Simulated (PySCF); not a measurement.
Several structures and their simulated spectra, in scrambled order.

A. SMILES C[C@@]1(F)C=C[C@@H](F)CC1
B. SMILES C=C[Si@@H](O[SiH2]N)N(C)C
C. `C1(Cl)=C(C)N([SiH3])N=C1`
D. SMILES O=CC#CCN([SiH3])[SiH3]

Spectrum 1. 13C{1H} NMR (computed): δ 146.0 (C), 145.9 (CH), 122.9 (C), 10.8 (CH3).

Spectrum 2. 13C{1H} NMR (computed): δ 142.7 (CH), 138.9 (CH), 94.2 (C), 91.9 (CH), 37.8 (CH2), 33.3 (CH2), 28.5 (CH3).

Spectrum 3. 13C{1H} NMR (computed): δ 180.4 (CH), 103.8 (C), 90.8 (C), 42.6 (CH2).

Spectrum 4. 13C{1H} NMR (computed): δ 145.5 (CH), 142.5 (CH2), 37.5 (CH3).

Gas phase, rapidly exchanging positions averaged, single conformer, no relativistic terms. Shieldings: GIAO PBE0/pcSseg-1; GFN2-xTB geometry; PySCF 2.14.

Chemical shifts δ = σref − σ; 13C against TMS, all at this level. Splittings of carbon signals by F and P are missing where no couplings were computed. Shifts are as computed. Against solution values, carbons near 30 ppm lie about +3 ppm off and those near 130 ppm about +5 ppm; carbons on Cl a further +6 ppm. Of 1309 compounds with measured shifts, 239 miss one by over three times the rms of a fit or turn the order of signals round; such compounds aren't used in these exercises. Carbons bonded to Cl come out too deshielded.

**Question.** Which spectrum belongs to which compound?

**Answer.** 1–C, 2–A, 3–D, 4–B.

- Spectrum 1 (C): 4 13C signals; δC 145.9 is an aromatic CH next to a ring nitrogen; δC 10.8 is a methyl carbon on an aromatic ring.
- Spectrum 2 (A): 7 13C signals; δC 142.7 is an alkene CH; δC 138.9 is an alkene CH.
- Spectrum 3 (D): 4 13C signals; δC 180.4 is an aldehyde carbonyl carbon; δC 103.8 is an alkyne carbon.
- Spectrum 4 (B): 3 13C signals; δC 145.5 is an alkene CH; δC 142.5 is a terminal =CH2 carbon.
